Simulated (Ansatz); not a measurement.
A run on C₂H₅BGe, SMILES `[BH]1C=[CH][GeH2]1` with other settings.

```yaml
crystal:
  periodic: [false, false, false]
  atoms:
    - {symbol: B, position_ang: [-0.758974, 0.858241, -0.544819]}
    - {symbol: C, position_ang: [0.757781, 0.767748, -0.666732]}
    - {symbol: C, position_ang: [1.027783, -0.157718, 0.292848]}
    - {symbol: Ge, position_ang: [-0.770785, -0.961800, 0.434463]}
    - {symbol: H, position_ang: [-1.478228, 1.802192, -0.666044]}
    - {symbol: H, position_ang: [1.498971, 1.413418, -1.133639]}
    - {symbol: H, position_ang: [1.983397, -0.268663, 0.806158]}
    - {symbol: H, position_ang: [-0.842958, -2.260682, -0.384903]}
    - {symbol: H, position_ang: [-1.328386, -1.239237, 1.845568]}
basis:
  gaussian: {orbitals: 6-31G, point_charges: [{charge: 1.00, position_ang: [6.593, -0.791, 0.939]}]}
hamiltonian: {xc: {name: B2GP-PLYP}}
```

```sh
$ ansatz run in.yaml --threads 2 --pin off --events-out ev --progress --plain --max-ram 4352MiB
```

Output, abridged:

```
Functional definition: B2GP-PLYP
790 factors; integrals over basis functions are off by at most 4.3e-4 eV
mean field evaluation 1: about -59310.7830 eV, gradient 2.5e1 eV
mean field evaluation 2: about -59311.0388 eV, gradient 2.5e1 eV
mean field evaluation 4: about -59312.7663 eV, gradient 2.1e0 eV
mean field evaluation 8: about -59312.7843 eV, gradient 1.6e-1 eV
mean field evaluation 16: about -59312.7845 eV, gradient 1.0e-4 eV
mean field -59312.78445427 eV, -2179.7046250452 hartree, gradient 6.5e-6 eV, S^2 0.000000; 0 other end points of the search recorded, 0 dependent functions left out
12 core orbitals not correlated: weight in the atoms' cores, before any rotation towards them, 1.000 or more for the frozen orbitals, at most 0.000 for the correlated occupied ones
reference -59312.78456282 eV, -2179.7046290342 hartree; 15, 15 occupied and 39, 39 virtual orbitals, 790 factors
second order -13.88806655 eV of doubles, -0.00000000 eV of singles
Total energy: -59317.78426677 eV, -2179.8883647656 hartree
```

Run time 1.7 s (2 threads of an AMD EPYC 7B13 on a shared host); peak host memory 0.41 GiB.
